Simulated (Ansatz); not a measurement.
C₂H₄GeO, SMILES `C#[C][GeH2][OH]`, charge 0, multiplicity 1.

Question: Give a relaxed structure at PBE0-D4/def2-TZVP (the Gaussian-basis code of Ansatz). (An estimate is asked.)

Answer: The calculation gave: 
Cartesian coordinates in Å:
```
C 2.0842 0.0524 -1.0519
C 1.0632 -0.0176 -0.4169
Ge -0.5082 -0.1505 0.6282
O -1.8072 0.4496 -0.4267
H 2.9821 0.1186 -1.6228
H -0.3842 0.7344 1.8797
H -0.7640 -1.6182 1.0091
H -2.6660 0.4314 0.0014
```
Point group Cs.
